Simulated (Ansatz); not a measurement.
A run on `O=C[S][GaH2]` with other settings.

```yaml
crystal:
  periodic: [false, false, false]
  atoms:
    - {symbol: O, position_ang: [-0.759748, 2.618327, 0.001225]}
    - {symbol: C, position_ang: [-0.535406, 1.450261, 0.057586]}
    - {symbol: S, position_ang: [0.968255, 0.720383, -0.583008]}
    - {symbol: Ga, position_ang: [0.600169, -1.403845, -0.096345]}
    - {symbol: H, position_ang: [-1.233289, 0.719983, 0.508259]}
    - {symbol: H, position_ang: [-0.755796, -1.700085, 0.617760]}
    - {symbol: H, position_ang: [1.715805, -2.405034, -0.505467]}
basis:
  gaussian: {orbitals: def2-SVPD, point_charges: [{charge: 1.00, position_ang: [4.548, -0.412, 0.582]}]}
magnetization: {spin_polarized: true, initial_magnetization: 0}
hamiltonian: {xc: {name: CAM-B3LYP}, dispersion: d3bj}
output: {forces: true}
```

```sh
$ ansatz run in.yaml --threads 2 --pin off --events-out ev --progress --plain --max-ram 4352MiB
```

It prints (some lines left out):

```
Functional definition: CAM-B3LYP
1273 factors; integrals over basis functions are off by at most 9.3e-4 eV
438 factors; integrals over basis functions are off by at most 2.9e-5 eV
mean field evaluation 1: about -66332.6733 eV, gradient 3.3e1 eV
mean field evaluation 2: about -66325.1634 eV, gradient 5.7e1 eV
mean field evaluation 4: about -66336.6179 eV, gradient 2.8e0 eV
mean field evaluation 8: about -66336.6687 eV, gradient 1.7e-1 eV
mean field evaluation 16: about -66336.6690 eV, gradient 1.1e-4 eV
mean field -66336.66902104 eV, -2437.8276219138 hartree, gradient 4.3e-5 eV, S^2 0.000000; 0 other end points of the search recorded, 0 dependent functions left out
reference -66336.66915505 eV, -2437.8276268388 hartree; 32, 32 occupied and 100, 100 virtual orbitals, 1273 factors
Total energy: -66336.80039344 eV, -2437.8324497607 hartree
Atom 0 at    -0.759748     2.618327     0.001225 Å, force     0.222550    -0.369695    -0.062835 eV/Å
Atom 1 at    -0.535406     1.450261     0.057586 Å, force    -0.571222     0.753533     0.343615 eV/Å
Atom 2 at     0.968255     0.720383    -0.583008 Å, force     0.784533    -0.193453    -0.221528 eV/Å
Atom 3 at     0.600169    -1.403845    -0.096345 Å, force    -0.595697    -0.289528     0.033277 eV/Å
Atom 4 at    -1.233289     0.719983     0.508259 Å, force    -0.118372    -0.109063     0.013544 eV/Å
Atom 5 at    -0.755796    -1.700085     0.617760 Å, force     0.229887     0.016557    -0.094284 eV/Å
Atom 6 at     1.715805    -2.405034    -0.505467 Å, force     0.210569     0.095288     0.078310 eV/Å
Dipole moment:    -0.489692    -0.666247     0.055154 e Å
```

It took 8 s on 2 threads of an Arm Neoverse V1 on a shared host, with 0.54 GiB of host memory at the peak.
